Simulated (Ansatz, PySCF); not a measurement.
This Ansatz (a program for electronic structure) input computes a PBE/def2-TZVPD energy:

Ansatz 0.2 input:
```yaml
crystal:
  periodic: [false, false, false]
  atoms:
    - {symbol: Si, position_ang: [-0.34963388, 0.38407572, 0.81258501]}
    - {symbol: Br, position_ang: [0.92988250, -0.93588430, -0.28865639]}
    - {symbol: Cl, position_ang: [-1.62653020, 1.61052296, -0.07489509]}
basis:
  gaussian:
    orbitals: def2-TZVPD
hamiltonian:
  xc: {name: PBE}
total_charge: 1
magnetization: {spin_polarized: true, initial_magnetization: 1}
output: {forces: true}
```

### Question
Write an input for the same energy in PySCF and say what it gives.

### Answer

```python
from pyscf import gto, scf, dft

mol = gto.M(
    atom='''
    Si   -0.34963388    0.38407572    0.81258501
    Br    0.92988250   -0.93588430   -0.28865639
    Cl   -1.62653020    1.61052296   -0.07489509
    ''',
    basis='def2-tzvpd',
    charge=1,
    spin=1,
    verbose=4,
)

mf = dft.UKS(mol, xc='pbe').density_fit(auxbasis='def2-universal-jkfit')
mf.grids.level = 3
mf.conv_tol = 1e-9
mf.max_cycle = 100
mf.max_memory = 1500
mf.kernel()
if not mf.converged:
    mf = mf.newton()
    mf.kernel(mf.make_rdm1())
for _ in range(2):
    mo, _, stable, _ = mf.stability(return_status=True)
    if stable:
        break
    mf.kernel(mf.make_rdm1(mo, mf.mo_occ))
mf.analyze()
```
It gives -3322.88146 Eh, and Ansatz -3322.88141 Eh, a difference of 0.05 mEh, from the treatment of integrals and grids.
